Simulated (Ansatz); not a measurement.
Compare A (`N=C[SiH2][GeH2][F]`) with its isomer B (`N=C(F)[SiH2][GeH3]`).

Isolated molecules relaxed with PBE0-D4/def2-TZVP in Ansatz; ΔE leaves out vibrations. CCSD(T)/CBS is the MP2 limit (def2-TZVPP, def2-QZVPP) plus CCSD(T) − MP2 in def2-TZVPP, frozen cores. DFT in def2-TZVPP. B3LYP here is the variant with VWN-RPA as its local correlation; programs differ in this. For Ge outer-core shells are correlated without core-valence functions, which leaves a few kJ/mol of doubt a bond. Scalar relativity is left out up to krypton. Each species was taken in one conformer, which may not be the lowest.

(1) Which isomer does CCSD(T)/CBS put lower? Give the gap. (Best estimate.)

(2) Give E(B) − E(A) in kJ/mol with PBE-D4, B3LYP, MP2/def2-TZVPP, CCSD(T)/def2-TZVPP, B3LYP-D4, LDA (SPW92), HF/def2-TZVPP. (Estimate.)

(3) Does the order hold for the free energy at 298.15 K (harmonic terms from PBE0-D4)? (An estimate is asked.)

Largest T1 diagnostic: 0.014.

## Answers

(1) The calculation gave: A, by 76.3 kJ/mol.

(2) Ansatz gave: PBE-D4 61.0, B3LYP 70.6, MP2/def2-TZVPP 78.2, CCSD(T)/def2-TZVPP 75.2, B3LYP-D4 72.3, LDA (SPW92) 44.9, HF/def2-TZVPP 79.8. None reverses the order clearly.

(3) The calculation gave: Yes: G(B) − G(A) = +68.5 kJ/mol, for one conformer each. Modes under 60 cm⁻¹, often nearly free rotors, make the harmonic entropy too high.

Leaving LDA and LC-ωPBE aside and taking each functional with its dispersion term where it has one, the values, not all of them listed here, spread over 15.4 kJ/mol, from PBE-D4 to BHLYP-D4. LDA lies −15.1 kJ/mol from PBE without D4. At CCSD(T), def2-SVP lies −5.2 kJ/mol from the extrapolated value and def2-TZVPP −1.1 kJ/mol.
